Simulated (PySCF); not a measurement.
Species: C4H7FSi.
Structure used (PBE0-D3(BJ)/def2-SVP), in Å, numbered top down from 1:
```xyz
13
C4H7FSi angstrom
F     -2.0253   -1.0299    1.9694
C     -1.1293   -0.5550    1.1015
C     -0.4954   -1.3517    0.2324
C      0.5002   -0.7261   -0.7050
Si     0.4206    1.1170   -0.2281
C     -0.8683    0.9149    1.1577
H     -0.7067   -2.4250    0.2174
H      1.5103   -1.1508   -0.5733
H      0.2327   -0.8947   -1.7624
H      1.7186    1.6620    0.2717
H     -0.0650    1.9929   -1.3365
H     -1.7952    1.4880    0.9877
H     -0.4930    1.2078    2.1529
```

Level: CAM-B3LYP/def2-SVPD in PySCF, non-relativistic, on one gas-phase PBE0-D3(BJ)/def2-SVP geometry that isn't relaxed in the solvent. The solvent is an IEF-PCM continuum (cavity from Bondi-type radii × 1.2), and excitations are vertical TDDFT with non-equilibrium linear response and a frozen core. The model holds no explicit solvent molecules, cavitation or dispersion.

Gas-phase singlets (H = HOMO, L = LUMO):

| state | E (eV) | λ (nm) | f | leading configurations |
| --- | --- | --- | --- | --- |
| S1 | 6.471 | 192 | 0.003 | H→L 89%, H→L+3 8% |
| S2 | 6.898 | 180 | 0.002 | H→L+1 94% |
| S3 | 6.979 | 178 | 0.194 | H→L+2 92% |
| S4 | 7.580 | 164 | 0.001 | H→L+3 43%, H→L+4 39% |
| S5 | 7.722 | 161 | 0.002 | H→L+4 52%, H→L+3 34% |

**Question.** How does the list change in benzene (ε = 2.271)?

**Answer.** 
```
state  E (eV)  λ (nm)      f  leading configurations  change by rank (eV)
   S1   6.465     192  0.005                 H→L 89%               -0.006
   S2   6.879     180  0.285               H→L+2 93%               -0.019
   S3   6.940     179  0.005               H→L+1 92%               -0.039
   S4   7.608     163  0.001    H→L+3 50%, H→L+4 26%               +0.028
   S5   7.743     160  0.002    H→L+4 65%, H→L+3 23%               +0.021
```

**Question.** What are the lowest 5 singlets in water (ε = 78.36)?

**Answer.** 
```tsv
state	E (eV)	λ (nm)	f	leading configurations	change by rank (eV)
S1	6.487	191	0.006	H→L 90%	+0.016
S2	6.925	179	0.258	H→L+2 93%	+0.027
S3	7.000	177	0.003	H→L+1 92%	+0.021
S4	7.643	162	0.001	H→L+3 59%, H→L+5 29%	+0.063
S5	7.777	159	0.002	H→L+4 56%, H→L+5 24%	+0.055
```

**Question.** The ground-state energy changes by -0.098 eV from gas to water. By how much does the total energy of gas-phase S3 change?

**Answer.** E(S3) = E(S0) + excitation energy, so it changes by -0.098 − 0.054 = -0.152 eV: it is lowered more than the ground state, which is what a red shift means. This is the vertical state, with the slow part of the continuum still set for S0.

**Question.** How do the frontier levels move from gas to water?

**Answer.** 
| orbital | gas (eV) | solvent (eV) | change (eV) | Löwdin shares, gas | Löwdin shares, solvent |
| --- | --- | --- | --- | --- | --- |
| LUMO+2 | 1.56 | 1.69 | +0.13 | C3 28 %, C2 27 %, C6 9 %, H7 7 % | C3 29 %, C2 29 %, C6 8 %, H7 7 % |
| LUMO+1 | 1.29 | 1.51 | +0.22 | Si5 29 %, C4 12 %, H11 11 %, H10 11 % | Si5 31 %, C4 12 %, H11 10 %, H10 10 % |
| LUMO | 1.12 | 1.28 | +0.16 | Si5 33 %, C6 10 %, C2 9 %, C3 8 % | Si5 29 %, C2 13 %, C6 10 %, C3 10 % |
| HOMO | -8.34 | -8.26 | +0.08 | C3 33 %, C2 28 %, F1 11 %, C4 9 % | C3 33 %, C2 28 %, F1 10 %, C4 9 % |
| HOMO-1 | -10.16 | -9.94 | +0.22 | C4 34 %, Si5 23 %, C6 16 %, C3 6 % | C4 34 %, Si5 23 %, C6 15 %, C3 6 % |
| HOMO-2 | -10.62 | -10.45 | +0.17 | Si5 26 %, C6 24 %, H10 9 %, H11 9 % | Si5 26 %, C6 25 %, H10 9 %, H11 9 % |
| HOMO-3 | -10.91 | -10.72 | +0.19 | Si5 37 %, H11 23 %, H10 23 %, C6 5 % | Si5 37 %, H11 23 %, H10 23 %, C6 5 % |

The HOMO–LUMO gap goes from 9.46 to 9.54 eV.
